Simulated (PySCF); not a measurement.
Species: C4H7FSi.
SMILES: `F[C@H]1CC=C[SiH2]1`

The closed-shell ground state was solved at several levels (PySCF, density fitting, gas phase, non-relativistic). Isolated species at its PBE0-D3(BJ)/def2-SVP geometry (one conformer only).

| level | basis functions | HOMO (eV) | LUMO (eV) | gap (eV) | dipole (D) |
| --- | --- | --- | --- | --- | --- |
| LDA/pcSseg-1 | 144 | -6.71 | -1.57 | 5.14 | 1.85 |
| KT2/pcSseg-1 | 144 | -6.57 | -1.34 | 5.23 | 1.77 |
| BHandHLYP/pcSseg-1 | 144 | -8.63 | 0.78 | 9.41 | 2.01 |
| B97-2/pcSseg-1 | 144 | -7.44 | -0.41 | 7.03 | 1.89 |
| BLYP/pcSseg-1 | 144 | -6.40 | -1.19 | 5.21 | 1.77 |
| B97-D/pcSseg-1 | 144 | -6.51 | -1.24 | 5.27 | 1.80 |
| B3LYP/def2-TZVP | 234 | -7.45 | -0.61 | 6.84 | 1.89 |

Task: Estimate the row for CAM-B3LYP/pcSseg-1, a basis of 144 functions; the other rows only guide the guess.

Result: HOMO -8.98 eV, LUMO 0.83 eV, gap 9.81 eV, dipole 1.92 D.

Task: Over all these levels, which gives the widest orbital gap and which the narrowest?

Result: CAM-B3LYP/pcSseg-1 (range-separated hybrid) has the widest, 9.81 eV, and LDA/pcSseg-1 (LDA) the narrowest, 5.14 eV. The two share the basis. From the narrowest to the widest the HOMO moves by -2.27 eV and the LUMO by +2.40 eV.

Task: In the pcSseg-1 basis, how does the gap go with the fixed share of exact exchange?

Result: LDA (0 %) 5.14 eV; BLYP (0 %) 5.21 eV; KT2 (0 %) 5.23 eV; B97-D (0 %) 5.27 eV; B97-2 (21 %) 7.03 eV; BHandHLYP (50 %) 9.41 eV. Each rise in the share widens the gap here.

Task: How far do the dipole and the HOMO energy spread over the levels?

Result: The dipole runs from 1.77 to 2.01 D (mean 1.86 D) and the HOMO from -8.98 to -6.40 eV.
